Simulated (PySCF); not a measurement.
This PySCF input asks for the NMR shieldings of SMILES FCC1=C(C2CCC2)C1, C$_{8}$H$_{11}$F; the geometry comes from GFN2-xTB.

```python
import basis_set_exchange as bse
import numpy as np
from pyscf import gto, dft
from pyscf.prop import nmr

atoms = """
F     3.039776   -0.969196   -1.166134
C     3.104766    0.017190   -0.208188
C     1.777244    0.556461    0.098850
C     0.484541    0.617943   -0.047560
C    -0.770192    0.149954   -0.633675
C    -1.035744   -1.370272   -0.531026
C    -2.404873   -1.076845    0.099657
C    -2.048629    0.414988    0.186023
C     1.075974    1.567790    0.961582
H     3.768490    0.799313   -0.601418
H     3.562661   -0.435121    0.682093
H    -0.848352    0.511148   -1.662841
H    -0.344397   -1.871696    0.142518
H    -1.050864   -1.902535   -1.478721
H    -2.595006   -1.567499    1.051774
H    -3.237612   -1.279744   -0.570457
H    -2.762913    1.096870   -0.270179
H    -1.834068    0.754348    1.197286
H     1.155047    2.623844    0.723979
H     0.959001    1.373736    2.023401
"""
names = dict.fromkeys(["F", "C", "H"], "pcSseg-1")
basis = {el: gto.basis.parse(bse.get_basis(n, elements=[el], fmt="nwchem")) for el, n in names.items()}
mol = gto.M(atom=atoms, basis=basis, charge=0, verbose=0)
mf = dft.RKS(mol, xc="PBE0")
mf.grids.level = 2
mf.grids.alignment = dft.numint.BLKSIZE   # the property module wants whole blocks of grid points
mf.conv_tol = 1e-9
mf.kernel()

calc = nmr.RKS(mf)   # GIAO
C = mf.mo_coeff
Co = C[:, mf.mo_occ > 0]
resp = mf.gen_response(singlet=True, hermi=2)
def vind(x):   # induced exchange potential for any number of trial vectors
    d = np.einsum("pi,xij,qj->xpq", C, 2 * x.reshape(-1, C.shape[1], Co.shape[1]), Co, optimize=True)
    return np.einsum("xpq,pi,qj->xij", resp(d - d.transpose(0, 2, 1)), C, Co, optimize=True).ravel()
mo1, _ = nmr.rhf.solve_mo1(calc, with_cphf=vind)
sigma = calc.kernel(mo1)
for i, s in enumerate(sigma):   # ppm
    print("%2d %-2s %9.2f" % (i, mol.atom_pure_symbol(i), np.trace(s) / 3))
```

Question: What are the results?

Answer: 
```
 0 F     423.69
 1 C     100.96
 2 C      73.28
 3 C      59.06
 4 C     157.34
 5 C     155.88
 6 C     169.74
 7 C     160.14
 8 C     175.47
 9 H      25.85
10 H      25.85
11 H      28.14
12 H      29.68
13 H      28.99
14 H      29.79
15 H      29.66
16 H      29.30
17 H      29.27
18 H      30.74
19 H      30.53
```

These numbers come from an equivalent density-fitted implementation of the same equations, which agrees with the script to about 0.01 ppm for H and up to a few tenths of a ppm for heavy atoms, so last digits may differ.

Size and cost of the density-fitted run: 208 basis functions, 49 s wall time on 1 thread of an Arm Neoverse V1, shared host; peak memory 0.93 GiB.
